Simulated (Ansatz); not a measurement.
Mulliken charges of C₂H₄BNO, SMILES `N=C1BCO1` from ωB97M-V/def2-TZVPP in Ansatz (PBE0-D4/def2-TZVP geometry).

```
atom   x (Å)   y (Å)   z (Å)  charge (e)
  N1   0.815   1.981   0.219      -0.199
  C2   0.356   0.812   0.137       0.162
  B3  -0.325  -0.259  -0.811      -0.111
  C4  -0.278  -1.158   0.472      -0.103
  O5   0.350  -0.058   1.205      -0.246
  H6   0.721   2.448  -0.679       0.129
  H7  -0.689  -0.336  -1.940       0.121
  H8   0.372  -2.038   0.451       0.124
  H9  -1.233  -1.439   0.928       0.124
```

By hand: the dipole of these point charges (1 e Å = 4.8032 D).

Σ q r = (-0.223, -0.256, -0.428) e Å, of length 0.546 e Å = 2.62 D.

How does the dipole of the full density compare? (Estimate.)

Ansatz gave: (-0.335, -0.448, -0.564) e Å, 3.82 D; the point charges give 0.69 times that, at 7° from its direction.

Point charges leave out the atoms' own dipoles, such as those of lone pairs, and Mulliken's split depends on the basis, so the two needn't agree.
